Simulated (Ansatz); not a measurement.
`C[O][Ge]([O]C)([O]C)[O]C` + `C[Si](N)(O)F` → `CO[Si](C)(N)F` + `C[O][Ge]([OH])([O]C)[O]C`  (substitution at a C–O bond)

Calculated with Ansatz (gas phase, PBE0-D4/def2-TZVP geometries, no zero-point term in ΔE). CCSD(T)/CBS is the MP2 limit (def2-TZVPP, def2-QZVPP) plus CCSD(T) − MP2 in def2-TZVPP, frozen cores. Functionals use def2-TZVPP. B3LYP here is the variant with VWN-RPA as its local correlation; programs differ in this. For Ge outer-core shells are correlated without core-valence functions, which leaves a few kJ/mol of doubt a bond. Scalar relativity is left out up to krypton. Each species was taken in one conformer, which may not be the lowest.

Is it downhill or uphill in electronic energy at CCSD(T)/CBS, and by how much? (Best estimate.)

Ansatz gave: Nearly level: ΔE = +0.2 kcal/mol.

What do these levels give: r2SCAN-D4, PBE0-D4, B3LYP-D4, CCSD(T)/def2-TZVPP, MP2/def2-QZVPP, CCSD/CBS(def2)? (Best estimate.)

Computed: r2SCAN-D4 -0.2, PBE0-D4 -0.3, B3LYP-D4 -0.3, CCSD(T)/def2-TZVPP 0.0, MP2/def2-QZVPP 0.1, CCSD/CBS(def2) 0.0 kcal/mol.

Largest T1 diagnostic among the species: 0.012.

In def2-TZVPP, CCSD(T) changes the Hartree–Fock value by +0.9 kcal/mol (the triples alone add +0.1 kcal/mol) and MP2 by +0.9 kcal/mol.
